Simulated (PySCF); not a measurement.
# One molecule, several mistakes: ClGeH3Si

All numbers below are calculated, not measured. They come from PySCF 2.14.0, an open-source quantum chemistry program, on an isolated molecule that a program drew, which may never have been made. The molecule is ClGeH3Si (charge 0, singlet), drawn as the SMILES string `[SiH3][Ge][Cl]`.

Each row is a Hartree-Fock (HF) and frozen-core CCSD(T) single point in the cc-pV(D+d)Z basis, meant for a local HF minimum. Run 1 is clean. Each other run has one planted mistake out of seven kinds, and not every kind appears here: one electron removed, one electron added, multiplicity raised by two, geometry at a saddle point, minimal basis STO-3G, one bond length entered in bohr, all coordinates scaled. The reference is restricted for singlets and unrestricted otherwise, and also for a bond in bohr. Adding or removing an electron swaps singlet and doublet. Electrons count all cores. HOMO and LUMO are orbital energies over both spins, the gradient is its largest component, and the lowest frequency (negative if imaginary) is given only where the gradient is small. Bond lengths are over the 5 bonds as drawn. T1 is the CCSD diagnostic: over 0.02 (restricted) or 0.045 (unrestricted) a single reference is doubtful. Germanium has the cc-pVDZ-PP basis, with a core potential (ECP10MDF) in place of its 10 inner electrons, and its 3s, 3p and 3d shells are frozen in CCSD(T).

Geometry of the clean run:
```xyz
6
ClGeH3Si, angstrom
Si    0.8905    0.4134    0.5173
Ge    0.2570    1.5527   -1.6181
Cl   -1.8768    1.7719   -1.0224
H     2.3387    0.0835    0.5406
H     0.5864    1.3068    1.6612
H     0.1139   -0.8435    0.6477
```

| run | electrons | basis functions | <S^2> | HOMO (eV) | LUMO (eV) | gradient (hartree/bohr) | lowest frequency (cm^-1) | mean bond (Å) | longest bond (Å) | T1 | HF (hartree) | CCSD(T) (hartree) | mistake |
|---|---|---|---|---|---|---|---|---|---|---|---|---|---|
| 1 | 66 | 84 | 0.000 | -8.76 | -0.23 | 3.3e-05 | 83 | 1.8359 | 2.502 | 0.0161 | -1043.58861 | -1043.96135 | no fault |
| 2 | 66 | 84 | 0.000 | -8.88 | -0.44 | 2.3e-02 | - | 1.9241 | 2.622 | 0.0170 | -1043.57916 | -1043.95358 | all coordinates scaled |
| 3 | 66 | 84 | 1.091 | -8.70 | -0.12 | 1.0e-02 | - | 2.0999 | 2.803 | 0.0535 | -1043.48707 | -1043.84472 | ? |
| 4 | 65 | 84 | 0.776 | -16.14 | -7.03 | 4.7e-02 | - | 1.8359 | 2.502 | 0.0257 | -1043.29894 | -1043.65297 | ? |

**Which mistake was planted in run 3, and what did it cost?**

The mean bond changes by a factor of 1.144 and the longest by 1.120, so the molecule wasn't scaled as a whole. A length L in bohr read as angstrom grows by (1/0.5292 - 1) L = 0.890 L. The 5 bonds together grew by 5 x 0.2640 = 1.320 Å, which gives L = 1.484 Å. That is the length of one of the H-Si bonds, 1.483 Å in the clean geometry. So the mistake is: one bond length entered in bohr. Subtracting run 1 and multiplying by 627.51 kcal/mol a hartree, the energy moved by 63.7 kcal/mol in HF and 73.2 kcal/mol in CCSD(T).

**Which mistake was planted in run 4, and what did it cost?**

It counts 65 electrons, one fewer than the clean run, at the same geometry and basis. So the mistake is: one electron removed. Subtracting run 1 and multiplying by 627.51 kcal/mol a hartree, the energy moved by 181.8 kcal/mol in HF and 193.5 kcal/mol in CCSD(T).

Cautions from the logs. Run 3: T1 is over the limit, so its CCSD(T) energy is less reliable.
